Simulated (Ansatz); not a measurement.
Reactions of C$_{3}$H$_{5}$ClSi (`C=C1[SiH2]C1Cl`).

Program: Ansatz. Geometries: PBE0-D4/def2-TZVP. ΔE: electronic, gas phase. CBS: MP2 limit from def2 TZ/QZ plus the TZ coupled-cluster correction, frozen cores. This one scheme is used for every species, atoms too. Functionals use def2-TZVPP. No spin–orbit coupling; open shells (•) take unrestricted orbitals. Spin–orbit coupling would lower the free atoms: a little for C, Cl, Si. Bonds to Br are less sure, by a few kJ/mol each and by 10 to 20 or more in all where they break to atoms, as the def2 sets lack core-valence functions. Scalar relativity is left out up to krypton. One conformer a species, not always the lowest.

```csv
reaction,CCSD/CBS(def2) (kcal/mol),PBE-D4 (kcal/mol),CCSD(T)/CBS(def2) (kcal/mol)
`C=C1[SiH2]C1Cl` → `[SiH3]C1(Cl)C=C1`,9.3,11.3,9.6
`C=C1[SiH2]C1Cl` → `[SiH3]C1=CC1Cl`,2.4,4.8,3.1
`C=C1[SiH2]C1Cl` → `[SiH3]C1=C(Cl)C1`,7.4,7.5,7.7
`C=C1[SiH2]C1Cl` → `C#C[SiH](C)Cl`,-63.7,-51.7,-62.4
`C=C1[SiH2]C1Cl` + H₂O → `C=C1[SiH2]C1O` + HCl,28.1,15.4,24.2
`C=C1[SiH2]C1Cl` → `ClC1=CC[SiH2]1`,-27.3,-24.7,-26.9
`C=C1[SiH2]C1Cl` → `CC#C[SiH2]Cl`,-57.7,-47.7,-56.1
`C=C1[SiH2]C1Cl` + HBr → `C=C1[SiH2]C1Br` + HCl,-3.3,-2.6,-3.4
`C=C1[SiH2]C1Cl` → 3 C• + Cl• + 5 H• + Si•,866.8,910.7,883.3
```

Largest T1 diagnostic: 0.023, for `C=C1[SiH2]C1O`.
